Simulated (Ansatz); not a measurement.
`N[Si](O)(F)Cl` + H–F → `N[Si](O)(F)F` + HCl  (ligand exchange at the Si–Cl bond)

Calculated with Ansatz (gas phase, PBE0-D4/def2-TZVP geometries, no zero-point term in ΔE). CCSD(T)/CBS is the MP2 limit (def2-TZVPP, def2-QZVPP) plus CCSD(T) − MP2 in def2-TZVPP, frozen cores. This one scheme is used for every species. Functionals use def2-TZVPP. One conformer a species, not always the lowest.

```json
{"level": "r2SCANh-D4", "ΔE (kJ/mol)": "-54.0"}
{"level": "r2SCAN", "ΔE (kJ/mol)": "-55.2"}
{"level": "HF/def2-SVP", "ΔE (kJ/mol)": "-59.3"}
{"level": "MP2/def2-QZVPP", "ΔE (kJ/mol)": "-48.5"}
```

Q: What does CCSD(T)/CBS give? (Best estimate.)

A: Computed: -52.2 kJ/mol. The listed levels differ from it by -1.8, -3.0, -7.1, 3.7 kJ/mol.

Largest T1 diagnostic among the species: 0.011.

From BLYP to BHLYP (50 % exact exchange), in def2-TZVPP and without D4, ΔE moves by −3.4 kJ/mol. The D4 term adds +6.8 kJ/mol with B3LYP and +3.6 kJ/mol with PBE0; it sums over pairs of atoms, weighted by their polarisabilities, and B3LYP, whose exchange is more repulsive, gets the larger term.

B3LYP here is the variant with VWN-RPA as its local correlation; programs differ in this.
